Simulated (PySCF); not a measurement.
A structure optimised at PBE-D3(BJ)/def2-TZVP, used in a PySCF frequency run:

```
Si
H 1 1.4988
H 1 1.4988 2 111.04
Cl 1 2.0691 2 108.32 3 118.83
```
Charge 0, spin multiplicity 2.

Write its SMILES, formula and point group.

[SiH2]Cl, ClH2Si, Cs

What are its rotational constants (standard atomic weights)?

126.99, 6.9020, 6.7029 GHz
